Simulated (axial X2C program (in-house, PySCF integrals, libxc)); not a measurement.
**Spin–orbit effects down a group: molecules with Fe, PBE0**

All values come from calculations with an in-house all-electron X2C program for linear molecules (integrals from PySCF), spin-free (one-electron X2C) or two-component (2c: spin–orbit coupling with atomic mean-field Coulomb and Gaunt terms, which also bring small scalar terms), in Dyall basis sets with cores contracted in-house; open shells are unrestricted.

Basis sets: Fe dyall-cv3z, H dyall-v3z, Li dyall-cv3z, Na dyall-cv3z.

```tsv
molecule	spin-free state	Re (Å)	ωe (cm⁻¹)	De (eV)	2c state	Re 2c (Å)	ωe 2c (cm⁻¹)	De 2c (eV)
FeH	M_S = 3/2, Λ = 1	1.543	1748.8	1.70	Ω = 5/2	1.543	1748.2	n/a
LiFe	M_S = 3/2, Λ = 0	2.329	377.1	0.75	Ω = 3/2	2.330	376.8	n/a
NaFe	M_S = 3/2, Λ = 2	2.803	167.6	0.28	Ω = 7/2	2.803	167.6	n/a
```

Each entry is the lowest single determinant of a limited PBE0 search at one distance. De goes to single-determinant-based atoms at the same level (for ions the charge split of lowest energy) and is withheld (n/a) where an atom does not fit its ground term or J level. Main or longest-lived isotopes. One determinant is a doubtful description, or other states lie close, for FeH, LiFe, NaFe; these need not be ground states, and all values refer to the states named. With several unpaired electrons the Ω given is that of one determinant, not necessarily of the lowest component. The functionals have no current term, which raises determinants with orbital currents. Where the atoms have a lower orbital projection than the molecule, De at mean-field level may be about a tenth of an eV too small.
